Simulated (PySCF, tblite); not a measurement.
Isomers of FH12NSi5, one GFN2-xTB conformer each. Single-point energies are computed at PBE0/pcSseg-1 (PySCF, gas phase, no added dispersion term), electronic only.

| SMILES | GFN2-xTB relative energy (kJ/mol) |
| --- | --- |
| F[Si]([SiH3])([SiH3])N[SiH2][SiH3] | 4.9 |
| F[SiH2][Si]([SiH3])([SiH3])N[SiH3] | 0.0 |

Conformers: `[F:1][Si:2]([SiH3:3])([SiH3:4])[NH:5][SiH2:6][SiH3:7]` with F1–Si2–N5–Si6 -179°, Si2–N5–Si6–Si7 168°; `[F:1][SiH2:2][Si:3]([SiH3:4])([SiH3:5])[NH:6][SiH3:7]` with F1–Si2–Si3–Si4 -64°, Si2–Si3–N6–Si7 -55°.

Task: What does PBE0/pcSseg-1 give for the same structures?

Result: 
```csv
SMILES,PBE0/pcSseg-1 E (Eh),PBE0/pcSseg-1 (kJ/mol),GFN2-xTB (kJ/mol),point group
F[Si]([SiH3])([SiH3])N[SiH2][SiH3],-1608.50784,0.0,4.9,C1
F[SiH2][Si]([SiH3])([SiH3])N[SiH3],-1608.50399,10.1,0.0,C1
```

GFN2-xTB puts F[SiH2][Si]([SiH3])([SiH3])N[SiH3] lowest instead. Neighbours about 10 kJ/mol apart or less (F[Si]([SiH3])([SiH3])N[SiH2][SiH3] and F[SiH2][Si]([SiH3])([SiH3])N[SiH3]) can change places with a better method, another conformer or zero-point energy.

Task: Which frontier levels, dipoles and rotational constants go with these structures?

Result: 
```tsv
SMILES	HOMO (eV, PBE0/pcSseg-1)	LUMO (eV)	dipole (D)	A, B, C (MHz)
F[Si]([SiH3])([SiH3])N[SiH2][SiH3]	-7.17	-1.09	1.14	1249, 504.7, 437.4
F[SiH2][Si]([SiH3])([SiH3])N[SiH3]	-7.15	-1.56	2.60	865.4, 681.5, 610.2
```

Task: What happens when harmonic zero-point energies from GFN2-xTB frequencies are added?

Result: 
```csv
SMILES,ZPE (kJ/mol),electronic (kJ/mol),with ZPE (kJ/mol)
F[Si]([SiH3])([SiH3])N[SiH2][SiH3],278.2,0.0,0.0
F[SiH2][Si]([SiH3])([SiH3])N[SiH3],279.2,10.1,11.0
```

The zero-point energies span 1.0 kJ/mol. The order is unchanged.
